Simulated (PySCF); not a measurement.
**The third ionisation energy along group 12**

Calculated with PySCF 2.14 from differences of total energies of unrestricted determinants, without spin-orbit coupling. Values in eV. The last column holds reference values (NIST; (s) semi-empirical, (t) theoretical, else measured). Unmarked ones compare directly (S terms, centres of terms, or small fine structure); those marked * lie between the lowest fine-structure levels and include a spin-orbit shift.

```tsv
element	configurations	UHF	MP2 (valence)	SCS-MP2 (valence)	reference
Zn (def2-TZVP, non-relativistic)	[Ar] 3d10 → [Ar] 3d9	37.379	39.969	39.651	39.723 *
Cd (def2-TZVP with the def2 core potential (28 electrons), ECP)	[Kr] 4d10 → [Kr] 4d9	36.014	37.453	37.292	37.468 ± 0.006 *
Hg (def2-TZVP with the def2 core potential (60 electrons), ECP)	[Xe] 4f14 5d10 → [Xe] 4f14 5d9	33.685	35.210	35.058	34.49 ± 0.05 *
```

"Valence" correlates the outer s and p shells and, in groups 3 to 12 and the f block, the outer d or f shell, open or full, or the next shell where the ion has no valence electron left; the wider scheme adds the next inner shell.
